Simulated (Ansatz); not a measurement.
A trace of molecular dynamics of a periodic cell of 36 atoms, H3C2N (contents 6 CH3CN, density as packed 0.78 g/cm³ with natural masses).

These are results of DFT r2SCAN, scalar-relativistic, plane waves, PAW (Ansatz 0.2.0), not measurements. Settings: accuracy low, cutoff 500 eV, k mesh 1x1x1, fermi-dirac smearing 0.02 eV, no spin polarisation.

```json
{
 "ensemble": "NVT, Langevin thermostat",
 "set temperature": "250 K",
 "friction": "0.005 /fs",
 "seed": "158848"
}
```

```csv
time (fs),T (K),potential energy less start (eV)
0.0,243,0.000
9.0,20501,27.895
18.0,377038,84.035
27.0,2884836,141.015
36.0,4626580,119.586
45.0,14461710,292.511
54.0,43581165,448.451
63.0,48828064,187.630
72.0,45485335,162.246
81.0,42396128,103.401
90.0,388882675,727.737
```

Question: Can this run be trusted? Judge the integration.

Answer: The temperature shot up to 3.9e+08 K, far beyond the bath's, so the integration failed: the time step of 4.5 fs is too long for the fastest motions that this run met, and the later frames carry no physical meaning.

Time of the run: 24 min on 1 thread of Arm Neoverse V2, with other jobs on the host, peak memory 0.88 GiB.
